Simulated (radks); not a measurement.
Values are calculated unless marked as measured or tabulated.
All-electron atom: Al10+ in [He] 2s1. Level of theory: scalar-relativistic Kohn-Sham, PBE, spin-polarised, spherical densities, finite nucleus; open shells are filled with parallel spins first; Fermi nuclear charge, rms radius 3.061 fm (a radial shooting solver on a logarithmic mesh with Libxc functionals).

Normalised radial functions P(r) = r R(r), r in bohr:

| r | 1s down | 2p up | 3s up |
|---|---|---|---|
| 0.005981 | 0.5115 | 0.0035 | 0.0873 |
| 0.007423 | 0.6224 | 0.0052 | 0.1062 |
| 0.009213 | 0.7540 | 0.0079 | 0.1285 |
| 0.01153 | 0.9144 | 0.0122 | 0.1557 |
| 0.01431 | 1.0935 | 0.0184 | 0.1859 |
| 0.01775 | 1.2965 | 0.0276 | 0.2198 |
| 0.02221 | 1.5293 | 0.0419 | 0.2580 |
| 0.02757 | 1.7692 | 0.0622 | 0.2964 |
| 0.03421 | 2.0130 | 0.0916 | 0.3333 |
| 0.0428 | 2.2522 | 0.1356 | 0.3657 |
| 0.05312 | 2.4455 | 0.1955 | 0.3846 |
| 0.06593 | 2.5734 | 0.2777 | 0.3831 |
| 0.08249 | 2.6042 | 0.3920 | 0.3491 |
| 0.1024 | 2.5085 | 0.5342 | 0.2743 |
| 0.1271 | 2.2772 | 0.7084 | 0.1502 |
| 0.159 | 1.9064 | 0.9161 | -0.0312 |
| 0.1973 | 1.4644 | 1.1259 | -0.2432 |
| 0.2448 | 1.0055 | 1.3151 | -0.4568 |
| 0.3063 | 0.5878 | 1.4475 | -0.6182 |
| 0.3802 | 0.2938 | 1.4691 | -0.6392 |
| 0.4718 | 0.1184 | 1.3506 | -0.4602 |
| 0.5903 | 0.0348 | 1.0856 | -0.0539 |
| 0.7326 | 0.0076 | 0.7530 | 0.4563 |
| 0.9093 | 0.0011 | 0.4331 | 0.8960 |
| 1.138 | 0.0001 | 0.1906 | 1.0727 |
| 1.412 | 0.0000 | 0.0640 | 0.9134 |
| 1.752 | 0.0000 | 0.0150 | 0.5696 |
| 2.192 | 0.0000 | 0.0021 | 0.2439 |
| 2.721 | 0.0000 | 0.0002 | 0.0719 |
| 3.377 | 0.0000 | 0.0000 | 0.0132 |

1s down: eigenvalue -1940.6 eV, 0 radial nodes, <r> = 0.119 bohr, 90 % of the charge inside 0.212 bohr. 2p up (empty): eigenvalue -401.82 eV, 0 radial nodes, <r> = 0.443 bohr, 90 % of the charge inside 0.712 bohr. 3s up (empty): eigenvalue -175.79 eV, 2 radial nodes at r = 0.154, 0.605 bohr, <r> = 1.18 bohr, 90 % of the charge inside 1.71 bohr.
